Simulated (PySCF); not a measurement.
Spin states and ions at one geometry of Tl(SH)3

PySCF 2.14.0, RKS TPSS, Tl def2-SVP with ECP60, S def2-SVP, H def2-SVP; non-relativistic Hamiltonian with scalar-relativistic core potentials where named; density fitting; no spin-orbit coupling; singlets restricted, open shells unrestricted. The geometry is relaxed for charge 0, singlet, vacuum:

```xyz
7

Tl    0.7083   -0.2032    0.1556
S    -0.5806    0.3490    2.2225
H    -1.7182    0.6075    1.5261
S    -0.4299   -0.3715   -2.0674
H    -1.6578   -0.1638   -1.5249
S     3.1584   -0.6058    0.3456
H     3.2839   -0.8387   -0.9862
```

Energies count from the relaxed state; an electron taken off or put on is at rest in vacuum. Charges and spins are Mulliken's.

| state | energy (eV) | spin squared | charge on Tl1 (e) | spin on Tl1 (e) | dipole about the centre of mass (D) |
| --- | --- | --- | --- | --- | --- |
| charge 0, singlet, vacuum | 0.00 | 0.00 | 0.41 | 0.00 | 1.56 |
| charge 0, triplet, vacuum | 2.68 | 2.00 | 0.25 | 0.30 | 1.60 |
| charge +1, doublet, vacuum | 8.82 | 0.75 | 0.51 | -0.04 | 1.88 |

What does the state charge -1, doublet, vacuum give?

energy (eV) -0.96, spin squared 0.75, charge on Tl1 (e) 0.13, spin on Tl1 (e) 0.33, dipole about the centre of mass (D) 1.08.

With an electron taken off (doublet) the charges change, summed by element, by Tl +0.11 e, S +0.73 e, H +0.16 e. The vertical ionisation energy is 8.82 eV, against −ε(HOMO) = 6.28 eV of the relaxed state. The level lies 2.5 eV too high, as is usual for semilocal functionals and global hybrids, which keep a self-interaction error.

With an electron put on (doublet) the charges change, summed by element, by Tl -0.27 e, S -0.55 e, H -0.18 e. The vertical electron affinity is 0.96 eV, against −ε(LUMO) = 3.52 eV of the relaxed state. The basis has no diffuse functions, which an added electron needs. The added electron's level lies above zero.

Open shells may have lower solutions than those found. Hard to converge, so the more doubtful: charge 0, triplet, vacuum; charge +1, doublet, vacuum.

No frequency check is given that shows the relaxed geometry to be a minimum.
